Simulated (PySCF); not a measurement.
**Ionisation energy of Ce⁺ by level of theory**

Ce⁺ [Xe] 4f1 5d2 (high-spin determinant) → Ce²⁺ [Xe] 4f2 (high-spin determinant), as a difference of total energies. Calculation: PySCF 2.14, in cc-pVDZ-X2C; scalar relativity by spin-free X2C-1e. Correlated levels: valence: [Kr] 4d10 frozen; valence and next inner shell: [Ar] 3d10 frozen. The calculations carry no spin-orbit coupling.

| method | ionisation energy (eV) | plus first-order spin-orbit estimate | difference from reference of that sum (eV) |
| --- | --- | --- | --- |
| UHF | 11.134 | 11.182 | +0.226 |
| LDA | 9.760 | 9.808 | -1.148 |
| PBE0 | 10.268 | 10.316 | -0.640 |
| r2SCAN | 9.797 | 9.845 | -1.111 |
| MP2 (valence) | 11.155 | 11.204 | +0.248 |
| SCS-MP2 (valence) | 11.156 | 11.204 | +0.248 |
| MP2 (valence and next inner shell) | 11.395 | 11.443 | +0.487 |
| SCS-MP2 (valence and next inner shell) | 11.366 | 11.414 | +0.458 |

Reference: 10.956 ± 0.02 eV (semi-empirical (NIST evaluation); NIST Atomic Spectra Database, ionization energies).

A first-order spin-orbit estimate (lowest level to lowest level, LS coupling) adds 0.048 eV.

The ground level that NIST lists for one species does not belong to the high-spin term computed here, so part of any gap is the choice of state.

Errors of the correlated levels include the incompleteness of this basis and the frozen core.

The determinant of Ce²⁺ and of Ce⁺ mixes LS terms, which raises its energy above the lowest term, most at the Hartree-Fock and MP2 levels.
